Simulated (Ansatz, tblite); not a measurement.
Cost and result up the ladder for Sn(OtBu)2 (C₈H₁₈O₂Sn) (29 atoms). Charge 0, multiplicity 1. Geometry: r2SCAN-D4/def2-SVP.

```xyz
29

Sn   -0.106    2.142    0.606
O     0.270    1.992   -1.344
C     0.424    0.912   -2.266
C     1.592    0.025   -1.824
C    -0.874    0.101   -2.322
C     0.718    1.555   -3.622
H     1.770   -0.787   -2.547
H     2.513    0.627   -1.749
H     1.372   -0.418   -0.841
H    -1.079   -0.343   -1.336
H    -0.803   -0.709   -3.067
H    -1.714    0.756   -2.604
H     1.633    2.164   -3.560
H    -0.113    2.216   -3.914
H     0.854    0.792   -4.405
O    -0.243    0.144    0.941
C    -0.416   -0.570    2.156
C    -1.330    0.194    3.122
C    -1.050   -1.913    1.786
C     0.962   -0.789    2.792
H    -1.520   -0.384    4.040
H    -0.875    1.153    3.424
H    -2.300    0.404    2.641
H    -2.028   -1.748    1.307
H    -1.196   -2.550    2.673
H    -0.405   -2.446    1.070
H     1.423    0.180    3.047
H     1.625   -1.308    2.083
H     0.894   -1.391    3.713
```

Ansatz on 2 threads of AMD EPYC 7R13 on a shared host and a share (18 GiB) of an NVIDIA H100 80GB HBM3; xTB runs through tblite on one thread. Times are rough, summed over both states, and most runs start from the orbitals of an earlier one. PBE0-D4/def2-TZVP serves as the yardstick here, not as an exact answer. The other state is a triplet.

In the def2 sets Sn takes a core potential; there is no spin–orbit coupling. The xTB rows come from tblite. Single mean-field runs in def2-TZVP are fitted with def2-universal-jkfit.

xTB has no spin-polarisation term.

```csv
level,functions,wall time
GFN2-xTB,67,0.046 s
GFN1-xTB,85,0.061 s
PBE-D4/def2-TZVP (with forces),468,5.9 s
PBE0-D4/def2-TZVP,468,6.2 s
r2SCAN-D4/def2-TZVP (with forces),468,8 s
```

Problem. Estimate what each level gives for the vertical triplet (eV).

Solution. 
```csv
level,vertical triplet (eV),difference from PBE0-D4/def2-TZVP (eV)
GFN2-xTB,4.28,1.25
GFN1-xTB,5.18,2.15
PBE-D4/def2-TZVP (with forces),2.98,-0.05
PBE0-D4/def2-TZVP,3.03,0.00
r2SCAN-D4/def2-TZVP (with forces),2.91,-0.12
```
